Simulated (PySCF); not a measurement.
NSi, SMILES N#[Si], multiplicity 2. The structure is a stationary point at PBE0-D3(BJ)/def2-TZVPD.

**Question.** Give the equilibrium geometry at PBE0-D3(BJ)/def2-TZVPD (PySCF confirms it by a frequency run) as Cartesian coordinates in Å, and its point group. (An estimate is asked for; the answer gives what the named calculation found.)

**Answer.** point group C∞v.
```xyz
2

Si     0.0000     0.0000    -0.5212
N      0.0000     0.0000     1.0425
```
Charge 0, spin multiplicity 2.
